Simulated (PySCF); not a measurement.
C3H5NOSi.
Numbering: `[O:1]=[CH:2][C:3]1=[N:4][SiH2:5][CH2:6]1` (hydrogens: H7 on C2; H8, H9 on Si5; H10, H11 on C6)

Geometry (PBE0-D3(BJ)/def2-SVP, Å), atoms numbered from 1 in this order:
```
atom  x, y, z in Å
O1    -2.2406   -1.5525   -0.2819
C2    -1.8372   -0.7661    0.5325
C3    -0.5052   -0.0904    0.4157
N4    -0.0817    0.7351    1.3115
Si5    1.4329    0.9397    0.3402
C6     0.4677   -0.2973   -0.7305
H7    -2.4137   -0.4721    1.4440
H8     2.6679    0.4644    1.0258
H9     1.6335    2.3204   -0.1842
H10    0.0791    0.0282   -1.7076
H11    0.8357   -1.3299   -0.8269
```

Theory: PBE0-D3(BJ)/def2-SVP geometry optimisation, gas phase (PySCF 2.14.0).

Take the most abundant isotopes and a rigid rotor. The values belong to one conformer with, in the numbering `[O:1]=[CH:2][C:3]1=[N:4][SiH2:5][CH2:6]1`, O1–C2–C3–N4 -179°.

**Question.** What are A, B and C (GHz)?

**Answer.** Ia = 55.02, Ib = 274.58, Ic = 320.35 u·Å²; 505379 MHz·u·Å²/I gives 9185, 1841 and 1578 MHz, that is A = 9.1850, B = 1.8405, C = 1.5776 GHz.

**Question.** What kind of rotor is it?

**Answer.** A near-prolate asymmetric top: κ = (2 × 1841 − 9185 − 1578)/(9185 − 1578) = -0.93.

**Question.** Is it planar, by Δ = Ic − Ia − Ib?

**Answer.** Not planar: Δ = Ic − Ia − Ib = -9.25 u·Å². For a rigid frame Δ = −2 Σ m c², so Σ m c² = 4.63 u·Å² lies off the ab plane, practically all of it from hydrogen. The atom farthest from that plane is 1.23 Å away.

**Question.** List the rotational levels J(Ka,Kc) to J = 5 (cm⁻¹).

**Answer.** Above 0(0,0):
J = 1: 1(0,1) 0.1140, 1(1,1) 0.3590, 1(1,0) 0.3678
J = 2: 2(0,2) 0.3418, 2(1,2) 0.5783, 2(1,1) 0.6046, 2(2,1) 1.3395, 2(2,0) 1.3398
J = 3: 3(0,3) 0.6829, 3(1,3) 0.9070, 3(1,2) 0.9596, 3(2,2) 1.6816, 3(2,1) 1.6827, 3(3,1) 2.9286, 3(3,0) 2.9286
J = 4: 4(0,4) 1.1367, 4(1,4) 1.3451, 4(1,3) 1.4328, 4(2,3) 2.1375, 4(2,2) 2.1409, 4(3,2) 3.3851, 4(3,1) 3.3851, 4(4,1) 5.1303, 4(4,0) 5.1303
J = 5: 5(0,5) 1.7022, 5(1,5) 1.8922, 5(1,4) 2.0237, 5(2,4) 2.7070, 5(2,3) 2.7151, 5(3,3) 3.9559, 5(3,2) 3.9560, 5(4,2) 5.7009, 5(4,1) 5.7009, 5(5,1) 7.9447, 5(5,0) 7.9447

**Question.** Predict some low-J microwave lines.

**Answer.** The dipole components are |μa| = 1.97 D, |μb| = 0.95 D, |μc| = 0.00 D; the mirror of this Cs structure is the ab plane, so μc vanishes by symmetry (the 0.02 D computed is a residue) and there are no c-type lines. Intensities carry the squares of the components, which stand as 1.00 : 0.23 (a : b). Some of the stronger lines:

```
type  branch         J(Ka,Kc)    MHz  lower level (cm⁻¹)
   a       Q  2(1,1) ← 2(1,2)    789               0.578
   a       Q  3(1,2) ← 3(1,3)   1578               0.907
   b       R  3(0,3) ← 2(1,2)   3138               0.578
   a       R  1(0,1) ← 0(0,0)   3418               0.000
   a       R  2(1,2) ← 1(1,1)   6573               0.359
   a       R  2(0,2) ← 1(0,1)   6829               0.114
   a       R  2(1,1) ← 1(1,0)   7099               0.368
   b       Q  1(1,0) ← 1(0,1)   7607               0.114
   b       Q  2(1,1) ← 2(0,2)   7877               0.342
   b       Q  3(1,2) ← 3(0,3)   8295               0.683
   a       R  3(1,3) ← 2(1,2)   9856               0.578
   a       R  3(0,3) ← 2(0,2)  10227               0.342
   a       R  3(2,2) ← 2(2,1)  10254               1.340
   a       R  3(2,1) ← 2(2,0)  10282               1.340
   b       R  1(1,1) ← 0(0,0)  10763               0.000
   b       R  2(1,2) ← 1(0,1)  13918               0.114
   b       R  3(1,3) ← 2(0,2)  16944               0.342
   b       Q  3(2,1) ← 3(1,2)  21678               0.960
   b       Q  2(2,0) ← 2(1,1)  22040               0.605
   b       Q  2(2,1) ← 2(1,2)  22822               0.578
   b       Q  3(2,2) ← 3(1,3)  23221               0.907
   b       R  2(2,0) ← 1(1,1)  29402               0.359
   b       R  3(2,2) ← 2(1,1)  32288               0.605
   b       R  3(2,1) ← 2(1,2)  33111               0.578
   b       Q  3(3,0) ← 3(2,1)  37350               1.683
   b       Q  3(3,1) ← 3(2,2)  37384               1.682
   b       R  3(3,1) ← 2(2,0)  47631               1.340
   b       R  3(3,0) ← 2(2,1)  47638               1.340
```

**Question.** Estimate the classical rotational partition function at 100 K, 200 K and 298.15 K.

**Answer.** Point group Cs, symmetry number σ = 1; q = (√π/σ)·√((kT/h)³/(ABC)), k/h = 20836.6 MHz/K: 32600 at 100 K, 92300 at 200 K, 168000 at 298.15 K.

No PBE0-D3(BJ)/def2-SVP frequencies stand behind this structure, so it isn't proved a minimum. No vibrational averaging or centrifugal distortion is included, and the geometry carries the error of its method. Quadrupole hyperfine structure (14N) is left out.
